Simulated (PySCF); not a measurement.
## HSnO + Cl₂ → SnOCl + HCl

Level: PBE0 in the def2-TZVP basis family, computed in PySCF with density fitting; scalar-relativistic core potentials for atoms from Rb on, none lighter, no spin–orbit coupling; open shells unrestricted.

```csv
species,state and structure,E (Eh),ZPE (kJ/mol),H(298 K) − H(0) (kJ/mol),S° (J/(mol K))
HSnO,"doublet, Cs, Sn–H 1.778 Å, Sn–O 1.913 Å; H–Sn–O 96.1°",-290.01097,15.2,11.5,270.9
Cl₂,"singlet, D∞h, Cl–Cl 1.982 Å",-920.08940,3.5,9.1,222.5
SnOCl,"doublet, Cs, Sn–Cl 2.361 Å, Sn–O 1.982 Å; Cl–Sn–O 94.9°",-749.54911,6.1,13.2,307.7
HCl,"singlet, C∞v, H–Cl 1.279 Å",-460.66440,17.9,8.7,186.6
```

Problem. What is the electronic reaction energy?

Solution. At PBE0/def2-TZVP, ΔE = -297.0 kJ/mol from the differences of the total energies times 2625.5, downhill. 

Problem. Add zero-point, thermal and entropy terms for 298.15 K and 1 bar.

Solution. ΔZPE = 5.3 and Δ[H(298) − H(0)] = 1.3 kJ/mol give ΔH° = -290.4 kJ/mol. ΔS° = 0.9 J/(mol K), so ΔG° = -290.4 − 298.15 × (0.0009) = -291 kJ/mol.

Only the bonding shown was studied: isomers, or loss of a ligand pair, can lie lower.
